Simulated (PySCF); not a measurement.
# TbO at BLYP

Computed with BLYP; PySCF, spin-free X2C with a Gaussian nucleus, basis sets Tb x2c-TZVPall, O x2c-TZVPall.

For TbO, the state is octet, about 8.3 electrons in the 4f shell (Mulliken), real f orbitals that mix terms. The bond length is 1.818 Å. The harmonic wavenumber is 802 cm⁻¹. The force constant is 5.51 mdyn/Å. The rotational constant Be is 0.3509 cm⁻¹. The anharmonicity ωexe is 3.00 cm⁻¹ and the vibration–rotation constant αe is 0.00162 cm⁻¹. The well depth De to Tb (4f9 6s2) + O is 6.78 eV, the dissociation energy D0 is 6.73 eV and the bond order (Mayer) is 2.21. The dipole moment (positive dipole means Tb(−)O(+)) is -4.42 D.

These are scalar-relativistic numbers at best; spin–orbit coupling would shift them, the dissociation energy most. The state is the lowest single determinant that the PBE0 search found; with open d or f shells the true ground state can be another one.
